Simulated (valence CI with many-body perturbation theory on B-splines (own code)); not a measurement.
The numbers below are computed, except where a source is named.
**From CI to CI+MBPT in Dy LIV**

Method: valence CI with perturbative core correlation (CI+MBPT): three valence electrons over a frozen Dirac-Fock core [Ne], radial functions for each j: 11 s, 11 p, 9 d, 7 f, 5 g, 2 h, 1 i, with the one-electron correlation potential Σ1, the two-electron term Σ2, the three-electron term Σ3, Breit, model QED; selected CI, second order for the rest (own B-spline code, finite nucleus).

No measured spectrum was set against this ion. As an estimate, large intervals hold to a few tenths of a per cent, small ones and those within an open d or f shell to about a per cent.

Each rung adds one term. CI alone is the Dirac-Coulomb CI over the frozen core; QED comes last and gives the full result, which names the levels. Energies are above (3s^2 3p1/2) J=1/2 on the same rung, in eV.

Levels are named by their leading jj configuration (3d3/2^4 stands for four electrons in 3d with j = 3/2), which in mixed levels can hold well under half, so a name can repeat and another be missing. Letters in brackets count levels of one name in rising energy.

| Level | CI alone |
| --- | --- |
| (3s 3p1/2^2) J=1/2 | 139.91 |
| (3s^2 3p3/2) J=3/2 | 213.67 |
| (3s 3p1/2 3p3/2) J=3/2 [a] | 328.11 |
| (3s 3p1/2 3p3/2) J=5/2 | 344.09 |
| (3s 3p1/2 3p3/2) J=3/2 [b] | 363.22 |
| (3s 3p1/2 3p3/2) J=1/2 | 371.89 |
| (3s^2 3d3/2) J=3/2 | 417.18 |
| (3s^2 3d5/2) J=5/2 | 458.90 |
| (3p1/2^2 3p3/2) J=3/2 | 502.13 |
| (3s 3p1/2 3d3/2) J=3/2 [a] | 516.31 |
| (3s 3p1/2 3d3/2) J=5/2 | 527.97 |
| (3s 3p1/2 3d3/2) J=1/2 | 550.41 |
| (3s 3p3/2^2) J=5/2 | 554.37 |
| (3s 3p1/2 3d3/2) J=3/2 [b] | 554.79 |
| (3s 3p1/2 3d5/2) J=5/2 [a] | 577.59 |
| (3s 3p3/2^2) J=1/2 | 585.52 |

Problem. What do these energies become with core correlation, Breit and QED?

Solution. (3s 3p1/2^2) J=1/2 139.31 (-0.600); (3s^2 3p3/2) J=3/2 211.43 (-2.232); (3s 3p1/2 3p3/2) J=3/2 [a] 325.54 (-2.573); (3s 3p1/2 3p3/2) J=5/2 340.85 (-3.242); (3s 3p1/2 3p3/2) J=3/2 [b] 359.97 (-3.249); (3s 3p1/2 3p3/2) J=1/2 368.61 (-3.276); (3s^2 3d3/2) J=3/2 412.80 (-4.386); (3s^2 3d5/2) J=5/2 453.47 (-5.431); (3p1/2^2 3p3/2) J=3/2 498.24 (-3.892); (3s 3p1/2 3d3/2) J=3/2 [a] 511.88 (-4.427); (3s 3p1/2 3d3/2) J=5/2 523.04 (-4.925); (3s 3p1/2 3d3/2) J=1/2 545.64 (-4.771); (3s 3p3/2^2) J=5/2 549.09 (-5.280); (3s 3p1/2 3d3/2) J=3/2 [b] 549.77 (-5.016); (3s 3p1/2 3d5/2) J=5/2 [a] 571.77 (-5.820); (3s 3p3/2^2) J=1/2 580.41 (-5.110).

Problem. How does the ionisation energy move along the ladder, and which term matters most?

Solution. CI alone 5072.5, + Σ1 5073.7, + Σ2 5073.6, + Σ3 5073.5, + Breit 5067.0, + QED 5067.0 eV. The largest step is Breit, -6.5 eV. NIST lists 5066 ± 5 eV (theoretical).
